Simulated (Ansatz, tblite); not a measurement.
Cost and result up the ladder for the cluster PbBr₂ (3 atoms). Charge 0, multiplicity 1. Geometry: B3LYP-D4/def2-TZVP.

```xyz
3

Pb   -0.107    1.109   -0.104
Br   -1.306   -0.544    1.561
Br    1.412   -0.565   -1.457
```

Ansatz on 4 threads of AMD EPYC 7B13 on a shared host; xTB runs through tblite on one thread. Times are rough, summed over both states, and most runs start from the orbitals of an earlier one. PBE0-D4/def2-TZVP serves as the yardstick here, not as an exact answer. The other state is a doublet.

In the def2 sets Pb takes a core potential; there is no spin–orbit coupling. The xTB rows come from tblite. HOMO above LUMO, or a gap near zero within one spin, warns that the state may not be the lowest or that an electron is smeared out. The structure comes from a short search, and lower isomers may exist.

Raw xTB energies of ions are shifted by several eV.

| level | functions | wall time | vertical IE (eV) | difference from PBE0-D4/def2-TZVP (eV) | remarks |
| --- | --- | --- | --- | --- | --- |
| GFN1-xTB | 22 | 0.006 s | 13.63 | 3.90 | – |
| GFN2-xTB | 22 | 0.006 s | 14.17 | 4.43 | – |
| PBE-D4/def2-TZVP | 146 | 3.3 s | 9.48 | -0.26 | gap within one spin near zero (+1 doublet) |
| r2SCAN-D4/def2-TZVP (with forces) | 146 | 6.6 s | 9.68 | -0.06 | – |
| PBE0-D4/def2-TZVP | 146 | 7.2 s | 9.74 | 0.00 | – |
